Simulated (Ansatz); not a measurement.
Reaction (hydrogenolysis of a Ge–Br bond): `[GeH][Br]` + H₂ → `[GeH2]` + HBr

Isolated molecules relaxed with PBE0-D4/def2-TZVP in Ansatz; ΔE leaves out vibrations. CCSD(T)/CBS adds triple-zeta CCSD(T) − MP2 to the extrapolated MP2 energy (def2 sets, frozen cores). This one scheme is used for every species. DFT in def2-TZVPP. B3LYP here is the variant with VWN-RPA as its local correlation; programs differ in this. For Br, Ge outer-core shells are correlated without core-valence functions, which leaves a few kJ/mol of doubt a bond. Scalar relativity is left out up to krypton.

`[GeH][Br]`:

```xyz
3

Ge    0.837   -0.239    0.294
Br   -0.770    1.461    0.289
H    -0.067   -1.222   -0.584
```

H₂:

Cartesian coordinates in Å:
```
H -0.266 -0.177 -0.193
H 0.266 0.177 0.193
```

`[GeH2]`:

Z-matrix (Å, degrees):
```
Ge
H 1 1.595
H 1 1.594 2 90.6
```

HBr:

Z-matrix (Å, degrees):
```
Br
H 1 1.420
```

Q: Is it downhill or uphill in electronic energy at CCSD(T)/CBS, and by how much? (Estimate.)

A: The calculation gave: Uphill: ΔE = +28.5 kcal/mol.

Q: What do these levels give: LDA (SPW92), BHLYP-D4, B2PLYP, revPBE, r2SCAN, B3LYP, r2SCANh, r2SCAN0, RPA@PBE/def2-TZVPP, MP2/def2-SVP, CCSD/def2-SVP, MP2/def2-TZVPP? (Best estimate.)

A: The calculation gave: LDA (SPW92) 28.9, BHLYP-D4 28.6, B2PLYP 28.7, revPBE 29.8, r2SCAN 30.4, B3LYP 28.6, r2SCANh 29.9, r2SCAN0 29.2, RPA@PBE/def2-TZVPP 25.5, MP2/def2-SVP 26.0, CCSD/def2-SVP 22.6, MP2/def2-TZVPP 29.2 kcal/mol.

Largest T1 diagnostic among the species: 0.012.

From BLYP to BHLYP (50 % exact exchange), in def2-TZVPP and without D4, ΔE moves by −2.5 kcal/mol. Leaving LDA and LC-ωPBE aside and taking each functional with its dispersion term where it has one, the values, not all of them listed here, spread over 3.9 kcal/mol, from B97M-V to BLYP-D4. LDA lies −1.0 kcal/mol from PBE without D4.
